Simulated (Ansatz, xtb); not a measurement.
**Relative energy of two isomers of CH7Ge2NSi**

We compare a, `N#C[SiH2][GeH2][GeH3]`, a singlet, with b, `N#[C][Ge@@H]([SiH3])[GeH3]`, a singlet. Both are isolated molecules in the gas phase, relaxed with PBE-D3(BJ)/def2-SVP; each stands in its lowest conformer found.

a (Å):

| atom | x (Å) | y (Å) | z (Å) |
| --- | --- | --- | --- |
| C | 0.8503 | -1.2831 | -1.5963 |
| Ge | 0.5804 | 1.5978 | 0.2341 |
| Ge | -0.0993 | 0.1658 | 2.0878 |
| N | 1.2855 | -2.3531 | -1.3833 |
| Si | 0.1709 | 0.4388 | -1.8224 |
| H | 0.8552 | 1.0348 | -3.0185 |
| H | -1.2984 | 0.2907 | -2.0953 |
| H | 2.0929 | 1.9362 | 0.3172 |
| H | -0.2199 | 2.9290 | 0.2163 |
| H | 0.1114 | 0.9007 | 3.4364 |
| H | -1.5994 | -0.1917 | 1.9321 |
| H | 0.7447 | -1.1308 | 2.0605 |

b (Å):

```json
{"atom": "C", "x (Å)": "0.9610", "y (Å)": "-0.7090", "z (Å)": "-1.7916"}
{"atom": "Ge", "x (Å)": "1.0103", "y (Å)": "0.4233", "z (Å)": "-0.2157"}
{"atom": "Ge", "x (Å)": "0.3610", "y (Å)": "-0.9952", "z (Å)": "1.6640"}
{"atom": "N", "x (Å)": "0.8837", "y (Å)": "-1.4014", "z (Å)": "-2.7373"}
{"atom": "Si", "x (Å)": "-0.4979", "y (Å)": "2.2357", "z (Å)": "-0.6472"}
{"atom": "H", "x (Å)": "2.4847", "y (Å)": "0.8925", "z (Å)": "-0.0988"}
{"atom": "H", "x (Å)": "-1.8749", "y (Å)": "1.6705", "z (Å)": "-0.8502"}
{"atom": "H", "x (Å)": "-0.0628", "y (Å)": "2.9943", "z (Å)": "-1.8685"}
{"atom": "H", "x (Å)": "-0.4978", "y (Å)": "3.1484", "z (Å)": "0.5483"}
{"atom": "H", "x (Å)": "0.3957", "y (Å)": "-0.1464", "z (Å)": "2.9608"}
{"atom": "H", "x (Å)": "-1.0783", "y (Å)": "-1.5128", "z (Å)": "1.4250"}
{"atom": "H", "x (Å)": "1.3394", "y (Å)": "-2.1877", "z (Å)": "1.7937"}
```

Q: Estimate which is lower in electronic energy at CCSD(T)/def2-SVP + ΔMP2/def2-TZVPP, and by roughly how much.

A: The CCSD(T)/def2-SVP + ΔMP2/def2-TZVPP calculation puts structure a lower, by 0.092 eV.

Level by level:

```
                             level             geometry  E(b) − E(a) (eV)  departure from the last row (eV)  job, with rough time for the two
                          GFN2-xTB             GFN2-xTB              −0.188                            −0.280              optimisation, 0.22 s
                         HF/STO-3G             GFN2-xTB              +0.042                            −0.050              single point, 0.92 s
                r2SCAN-D4/def2-SVP             GFN2-xTB              +0.137                            +0.045               single point, 7.2 s
               PBE-D3(BJ)/def2-SVP  PBE-D3(BJ)/def2-SVP              +0.147                            +0.055                optimisation, 77 s
                       HF/def2-SVP  PBE-D3(BJ)/def2-SVP              +0.108                            +0.016           part of the CCSD(T) run
                      MP2/def2-SVP  PBE-D3(BJ)/def2-SVP              +0.126                            +0.034           part of the CCSD(T) run
                  CCSD(T)/def2-SVP  PBE-D3(BJ)/def2-SVP              +0.122                            +0.030                      single point
CCSD(T)/def2-SVP + ΔMP2/def2-TZVPP  PBE-D3(BJ)/def2-SVP              +0.092                                               single point, 2.2 min
```

As drawn, b has 1 C–Ge, 1 Si–H in place of 1 C–Si, 1 Ge–H.

GFN2-xTB puts the two in the other order. The largest departure from CCSD(T)/def2-SVP + ΔMP2/def2-TZVPP is that of GFN2-xTB, 0.280 eV. A small imaginary or near-zero mode remains, so no thermal terms are given. The last row adds to CCSD(T) the change of the MP2 difference between the two basis sets, here −0.030 eV.

The correlated steps freeze 25 core orbitals; the filled d shell of Ge is correlated, in a basis made for valence electrons. Run with Ansatz 0.2.0, xtb 6.7.1; the last row on 2 threads of Arm Neoverse V2 on a shared host.
